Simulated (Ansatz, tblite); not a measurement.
Isomers of Si₉H₁₅ (doublet), found by a short tight-binding search and relaxed with r2SCAN-D4/def2-SVP in Ansatz.

The xTB rows come from tblite.

Run but left out: HF/def2-SVP, MP2/def2-SVP (A: ⟨S²⟩ 1.25, where a pure state has 0.75).

Other spin states weren't relaxed.

A:

```xyz
24

Si   -2.2724    1.4362    0.5219
Si    0.7058    1.7169    1.9587
Si   -1.8097   -0.1371   -2.9504
Si   -1.0188    0.0787    2.0296
Si    3.2815   -2.0927    0.0836
Si   -0.4376   -1.8579    0.8709
Si    1.1771   -1.4868   -0.7753
Si   -0.3146    2.6953    0.0523
Si   -3.1286    0.2398   -1.2727
H     3.5556   -1.3149    1.3289
H     2.1211    1.2380    1.8504
H     0.8961   -2.2687   -2.0224
H    -0.7658    0.8521   -3.3393
H    -0.4773    4.1826    0.0969
H    -0.0290   -2.9786    1.7860
H    -4.1202   -0.8412   -0.9754
H     4.3777   -1.8270   -0.9000
H    -1.6208   -0.2412    3.3642
H    -3.3244    2.2638    1.1989
H     0.5992    2.6574    3.1219
H     3.2819   -3.5491    0.4190
H     0.3223    2.3170   -1.2465
H     1.1924   -0.0333   -1.1354
H    -2.1913   -1.0493   -4.0657
```

B:

```xyz
24

Si    2.283   -0.979   -0.755
Si   -1.275    0.240   -2.540
Si    1.073   -1.451    1.215
Si    2.038    1.291   -1.327
Si   -2.518   -0.321    1.037
Si   -1.014    1.491    1.057
Si   -0.246    1.813   -1.161
Si    0.731    0.585    2.354
Si   -1.116   -2.198    0.707
H     1.787   -1.830   -1.884
H    -3.585   -0.190   -0.004
H     0.260    0.352    3.757
H    -0.526    3.224   -1.592
H    -2.743    0.393   -2.777
H    -1.503   -3.291    1.657
H     2.845    2.133   -0.388
H    -1.590    2.761    1.603
H     1.810   -2.467    2.034
H     3.733   -1.290   -0.538
H    -3.172   -0.450    2.380
H     1.958    1.442    2.391
H    -1.200   -2.736   -0.687
H     2.523    1.533   -2.724
H    -0.554   -0.054   -3.816
```

C:

```xyz
24

Si   -1.6920   -1.3618    1.8270
Si    3.8992    1.2977   -2.4292
Si   -3.4295    0.0517    1.0526
Si    1.2760   -0.6926   -0.4794
Si   -0.0129   -0.1122    2.9098
Si    1.0756    1.0011    1.1444
Si   -2.4312    0.0895   -1.0991
Si   -0.8975   -1.5958   -0.4168
Si    1.8626    0.1765   -2.5825
H    -3.3497   -0.2758   -2.2240
H     3.8529    2.4702   -1.4978
H     0.7988    1.1395   -3.0105
H    -3.6164    1.3553    1.7670
H     0.9724   -1.0475    3.5461
H    -2.0912   -2.5838    2.5964
H     0.1865    2.0807    0.6036
H     2.3071   -1.6831   -0.0227
H    -1.7479    1.3781   -1.4395
H     5.0459    0.4071   -2.0621
H    -1.0520   -2.9235   -1.0913
H    -0.5563    0.8039    3.9627
H    -4.7447   -0.6662    1.0086
H     1.9592   -0.9172   -3.6019
H     2.3850    1.6082    1.5387
```

Task: Estimate their order by electronic energy at PBE0-D4/def2-TZVP, counted from the lowest.

Result: B (0.0) < C (12.9) < A (55.8), in kcal/mol.

Task: Do the other levels pick the same lowest one?

Result: All that were run do. Energies above each level's lowest (kcal/mol):

```json
{"level": "GFN1-xTB", "A": "55.1", "B": "0.0", "C": "16.2"}
{"level": "GFN2-xTB", "A": "26.6", "B": "0.0", "C": "9.0"}
{"level": "PBE-D4/def2-SVP", "A": "53.0", "B": "0.0", "C": "13.8"}
{"level": "PBE-D4/def2-TZVP", "A": "51.1", "B": "0.0", "C": "12.1"}
{"level": "BLYP-D4/def2-TZVP", "A": "46.7", "B": "0.0", "C": "12.8"}
{"level": "r2SCAN-D4/def2-TZVP", "A": "53.7", "B": "0.0", "C": "12.1"}
{"level": "PBE0-D4/def2-SVP", "A": "57.7", "B": "0.0", "C": "14.8"}
{"level": "PBE0-D4/def2-TZVP", "A": "55.8", "B": "0.0", "C": "12.9"}
```
Point groups (tolerance 0.1 Å): A not assigned, B not assigned, C not assigned. Lower isomers may exist. From def2-SVP to def2-TZVP the PBE0 values move by up to 1.9 kcal/mol, so results in the small set are rough.
